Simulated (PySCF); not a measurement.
C3H4O2Si, SMILES C#C[SiH2]C(=O)O. Coordinates come from a PBE-D3(BJ)/def2-SVP optimisation. The structure was generated by enumeration, and PubChem lists no compound with its InChIKey, so it may never have been made. One conformer was computed; it need not be the lowest.

Task: Give the equilibrium geometry at PBE-D3(BJ)/def2-SVP (PySCF confirms it by a frequency run) as Cartesian coordinates in Å, and its point group. (An estimate is asked for; the answer gives what the named calculation found.)

Result: Several could match; the one computed here: point group Cs.
```xyz
10

C     -0.6447     2.9069     0.0000
C      0.0073     1.8655     0.0000
Si     0.9636     0.3033     0.0000
C     -0.1554    -1.2777     0.0000
O      0.3344    -2.3922     0.0000
O     -1.4886    -1.0476     0.0000
H     -1.2219     3.8228     0.0000
H      1.8190     0.2090     1.2277
H      1.8190     0.2090    -1.2277
H     -1.9158    -1.9378     0.0000
```
